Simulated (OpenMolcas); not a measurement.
## Pt4+ in a ligand field

Pt4+ with 6 ligands (fluoride) in octahedral coordination (Oh) at 1.94 Å. A charge of +0.333 e stands 3.2 Å behind each ligand. Ligand basis ANO-RCC-VDZP.

```yaml
Program: OpenMolcas
Method: CASSCF
Basis: ANO-RCC-VDZP [7s6p4d2f]
Scalar_Hamiltonian: DKH2, point nucleus
Active_space: 6 electrons in 5 orbitals (5d)
State_averaging: 2S+1 = 5 even, 5 roots; 2S+1 = 3 even, 45 roots; 2S+1 = 1 even, 50 roots
Spin-orbit_coupling: RASSI with atomic mean-field integrals over the reference wave functions
```

The lowest spin-free states (labels of O, the rotations of Oh), above the lowest:

| State | Degeneracy | E (cm-1) |
| --- | --- | --- |
| 1A1 | 1 | 0.0 |
| 3T1 | 3 | 23579 |
| 1T1 | 3 | 29149 |
| 3T2 | 3 | 29219 |
| 5T2 | 3 | 38454 |
| 1T2 | 3 | 38959 |
| 2S+1 = 3 | 3 | 53347 |
| 2S+1 = 3 | 3 | 53562 |
| 2S+1 = 3 | 3 | 56658 |
| 3E | 2 | 56698 |
| 2S+1 = 3 | 3 | 59041 |
| 1T2 | 3 | 59839 |
| 1E | 2 | 60934 |
| 1A1 | 1 | 61832 |
| 2S+1 = 1 | 3 | 66310 |
| 2S+1 = 1 | 3 | 67043 |
| 1A2 | 1 | 68201 |
| 3A2 | 1 | 68848 |
| 5E | 2 | 70119 |
| 3T1 | 3 | 73024 |

The lowest levels with spin-orbit coupling:

```json
{"E (cm-1)": "0.0", "Degeneracy": "1", "2S+1": "1 (86 %)"}
{"E (cm-1)": "21376", "Degeneracy": "2", "2S+1": "3"}
{"E (cm-1)": "22497", "Degeneracy": "3", "2S+1": "3 (89 %)"}
{"E (cm-1)": "23003", "Degeneracy": "3", "2S+1": "3 (74 %)"}
{"E (cm-1)": "28419", "Degeneracy": "1", "2S+1": "3 (68 %)"}
{"E (cm-1)": "29376", "Degeneracy": "3", "2S+1": "3 (74 %)"}
{"E (cm-1)": "31739", "Degeneracy": "2", "2S+1": "3"}
{"E (cm-1)": "32845", "Degeneracy": "3", "2S+1": "3 (79 %)"}
{"E (cm-1)": "33891", "Degeneracy": "3", "2S+1": "1 (57 %)"}
{"E (cm-1)": "34903", "Degeneracy": "1", "2S+1": "3"}
{"E (cm-1)": "38108", "Degeneracy": "3", "2S+1": "5 (72 %)"}
{"E (cm-1)": "40989", "Degeneracy": "3", "2S+1": "1 (83 %)"}
{"E (cm-1)": "41671", "Degeneracy": "3", "2S+1": "5 (85 %)"}
{"E (cm-1)": "41792", "Degeneracy": "2", "2S+1": "5 (86 %)"}
{"E (cm-1)": "44827", "Degeneracy": "3", "2S+1": "5 (87 %)"}
{"E (cm-1)": "45155", "Degeneracy": "3", "2S+1": "5 (81 %)"}
{"E (cm-1)": "45521", "Degeneracy": "1", "2S+1": "5 (75 %)"}
{"E (cm-1)": "52045", "Degeneracy": "2", "2S+1": "3 (85 %)"}
{"E (cm-1)": "53935", "Degeneracy": "3", "2S+1": "3"}
{"E (cm-1)": "55068", "Degeneracy": "1", "2S+1": "3 (75 %)"}
```

Powder χT (cm3 K/mol): 0 at 2 K, 0 at 10 K, 0.00287 at 50 K, 0.00573 at 100 K, 0.0115 at 200 K, 0.0172 at 300 K. The effective moment at 300 K is 2.828 √(χT) = 0.37 μB.

Metal share of the active 5d orbitals (Löwdin): 69, 69, 82, 82, 82 %; Mulliken charge of the metal 1.84.

A least-squares ligand-field fit to the states below 45000 cm-1, each weighted by its degeneracy and with a free common offset, gives 10Dq = 30334 cm-1, B = 737 cm-1 and C = 2492 cm-1 (C/B = 3.38), with an rms deviation of 282 cm-1.

The same method and metal basis give the free ion B = 931 cm-1 (fit to its terms below 60000 cm-1, rms deviation 21 cm-1), so the nephelauxetic ratio is β = 737 / 931 = 0.79; it hangs on how both fits weigh the states, and computed free-ion B values tend to be too large, so β mixes covalency with correlation.

Without dynamic correlation the repulsion within the d shell is too large (B by tens of per cent), so at a given field states of lower spin stand too high. The least metal-like active orbital is 69 % on the metal (Löwdin) and no ligand orbital is active, so the numbers are rough, and ground spin, moment and any spin crossover can be artefacts of this space; highly charged d ions in such sites are as a rule low spin. With metal d orbitals alone the field can be off either way by tens of per cent. Ligand-to-metal charge-transfer states are missing. With no ligand orbital active B as a rule stays too high, so bands that hang on it stand too high and its fall with covalency is understated. No measured value stands beside these numbers; the geometry was imposed, not optimised, and the real ion may take another.

A state without a sure symmetry label is named by its multiplicity alone.
